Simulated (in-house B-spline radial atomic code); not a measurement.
Configurations of Eu³⁺, with energies counted from [Xe] 4f6. Level of theory: scalar-relativistic (X2C) PBE0, spin-polarised, spherical fractional occupations, Fermi nucleus of rms radius 5.1115 fm; calculated with a radial B-spline atomic code at the basis-set limit. Shells without spins written out take the highest spin.

Caution: exact exchange at fractional occupations of open shells leaves self-interaction of up to several eV.

Occupations are held fixed; configurations that lie above the ionisation limit could autoionise.

```csv
configuration,E - E(ref) (eV),highest orbital,its <r> (bohr)
[Xe] 4f5 6s1,18.098,6s up,3.041
[Xe] 4f5 6p1,24.137,6p up,3.584
[Kr] 4d10 4f6 5s2 5p5 6f1,48.335,6f up,7.525
"[Kr] 4d10 4f(2 up, 4 down) 5s2 5p(3 up, 2 down) 6f(0 up, 1 down)",64.901,6f down,7.603
[Kr] 4d9 4f7 5s2 5p6,128.05,4f up,0.8416
[Kr] 4d9 4f6 5s2 5p6 6p1,154.99,6p up,3.574
[Kr] 4d9 4f6 5s2 5p6 6f1,168.11,6f up,7.452
```

(1) Order these further configurations by energy, lowest first.
A. [Xe] 4f(2 up, 4 down)
B. [Kr] 4d10 4f(6 up, 0 down) 5s2 5p(3 up, 2 down) 6p(1 up, 0 down)
C. [Kr] 4d(4 up, 5 down) 4f(1 up, 5 down) 5s2 5p6 6f(0 up, 1 down)
D. [Xe] 4f5 6d1
E. [Kr] 4d9 4f6 5s2 5p6 5f1

(2) How far above the reference does [Kr] 4d10 4f6 5s2 5p5 5f1 lie?

(3) How far above the reference does [Kr] 4d(5 up, 4 down) 4f(5 up, 1 down) 5s2 5p6 6d(1 up, 0 down) lie?

(4) How far above the reference does [Kr] 4d9 4f6 5s2 5p6 6s1 lie?

## Answers

(1) A (14.648 eV), D (31.07 eV), B (35.345 eV), E (163.45 eV), C (179.32 eV).

(2) 43.701 eV; its least bound orbital is 5f up with <r> = 4.332 bohr.

(3) 173.16 eV; its least bound orbital is 6d up with <r> = 4.757 bohr.

(4) 148.93 eV; its least bound orbital is 6s up with <r> = 3.033 bohr.
